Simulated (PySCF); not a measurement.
In(Cl)(Me)(OMe) (C2H6ClInO), SMILES C[O][In]([CH3])[Cl].

The structure is a stationary point at PBE-D3(BJ)/def2-SVP. The structure was generated by enumeration; whether it is a known compound was not checked. The def2 effective core potentials stand for the cores of In; spin–orbit coupling is left out. Other conformers were not sampled.

Calculation: PBE-D3(BJ)/def2-SVP (PySCF).

Frequencies are harmonic and unscaled.

| mode | ν (cm⁻¹) | IR (km/mol) | moving atoms (share of kinetic energy) |
|---|---|---|---|
| 1 | 30 | 1.3 | H 91 % |
| 2 | 45 | 1.9 | H 75 %, O 22 % |
| 3 | 77 | 2.7 | C 51 %, H 22 %, In 12 %, Cl 11 % |
| 4 | 78 | 0.0 | H 36 %, C 25 %, In 18 %, Cl 16 % |
| 5 | 92 | 4.0 | Cl 34 %, C 32 %, In 17 %, H 15 % |
| 6 | 111 | 7.9 | H 31 %, O 28 %, In 19 %, C 18 % |
| 7 | 222 | 9.6 | C 35 %, O 34 %, H 19 % |
| 8 | 349 | 43.4 | Cl 76 %, In 19 % |
| 9 | 476 | 8.6 | C 60 %, O 17 %, H 15 % |
| 10 | 519 | 55.5 | O 53 %, C 19 %, In 19 %, H 9 % |
| 11 | 699 | 20.8 | H 85 %, C 14 % |
| 12 | 718 | 54.1 | H 85 %, C 15 % |
| 13 | 1076 | 192.7 | O 43 %, C 43 %, H 14 % |
| 14 | 1125 | 6.7 | H 81 %, C 17 % |
| 15 | 1126 | 0.7 | H 77 %, C 19 % |
| 16 | 1151 | 12.2 | H 65 %, C 22 %, O 13 % |
| 17 | 1377 | 3.1 | H 95 % |
| 18 | 1377 | 3.0 | H 95 % |
| 19 | 1407 | 0.1 | H 96 % |
| 20 | 1422 | 49.7 | H 89 %, C 10 % |
| 21 | 1424 | 9.0 | H 96 % |
| 22 | 2872 | 126.1 | H 97 % |
| 23 | 2943 | 71.0 | H 91 %, C 9 % |
| 24 | 2964 | 44.6 | H 90 %, C 10 % |
| 25 | 3000 | 1.2 | H 98 % |
| 26 | 3121 | 0.0 | H 90 %, C 10 % |
| 27 | 3128 | 0.3 | H 90 %, C 10 % |
